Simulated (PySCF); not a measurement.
C₅H₉BF₂O.
SMILES: `O(C(F)F)B1CCCC1`

Level: CAM-B3LYP/def2-SVPD in PySCF, non-relativistic, on one gas-phase PBE0-D3(BJ)/def2-SVP geometry that isn't relaxed in the solvent. The solvent is an IEF-PCM continuum (Bondi radii, 1.10 Å for H, scaled by 1.2), and excitations are vertical TDDFT with non-equilibrium linear response and a frozen core. Specific hydrogen bonds and non-electrostatic terms are outside this model.

Gas-phase singlets (H = HOMO, L = LUMO):

```json
{"state": "S1", "E (eV)": "6.460", "λ (nm)": "192", "f": "0.000", "leading configurations": "H→L+1 56%, H→L 38%"}
{"state": "S2", "E (eV)": "7.782", "λ (nm)": "159", "f": "0.015", "leading configurations": "H→L 56%, H→L+1 38%"}
{"state": "S3", "E (eV)": "8.235", "λ (nm)": "151", "f": "0.031", "leading configurations": "H-1→L+1 51%, H-1→L 44%"}
{"state": "S4", "E (eV)": "8.412", "λ (nm)": "147", "f": "0.007", "leading configurations": "H-2→L+1 50%, H-2→L 39%"}
{"state": "S5", "E (eV)": "8.579", "λ (nm)": "145", "f": "0.023", "leading configurations": "H-3→L+1 52%, H-3→L 40%"}
```

Problem. What are the lowest 5 singlets in benzene (ε = 2.271)?

Solution. 
| state | E (eV) | λ (nm) | f | leading configurations | change by rank (eV) |
| --- | --- | --- | --- | --- | --- |
| S1 | 6.454 | 192 | 0.000 | H→L+1 59%, H→L 35% | -0.006 |
| S2 | 7.794 | 159 | 0.024 | H→L 58%, H→L+1 35% | +0.012 |
| S3 | 8.181 | 152 | 0.044 | H-1→L+1 55%, H-1→L 40% | -0.054 |
| S4 | 8.392 | 148 | 0.009 | H-2→L+1 54%, H-2→L 37% | -0.020 |
| S5 | 8.550 | 145 | 0.030 | H-3→L+1 56%, H-3→L 37% | -0.029 |

Problem. How do the frontier levels move from gas to benzene?

Solution. 
```
orbital  gas (eV)  solvent (eV)  change (eV)
 LUMO+2      1.69          1.81        +0.12
 LUMO+1      1.00          1.13        +0.13
   LUMO      0.79          0.94        +0.15
   HOMO     -9.77         -9.63        +0.14
 HOMO-1    -10.59        -10.42        +0.17
 HOMO-2    -10.97        -10.80        +0.17
 HOMO-3    -11.33        -11.17        +0.16
```

The HOMO–LUMO gap goes from 10.56 to 10.57 eV. Rows go by rank; for LUMO+2 the atom shares or the degeneracy differ between the runs, so the row needn't follow one orbital.
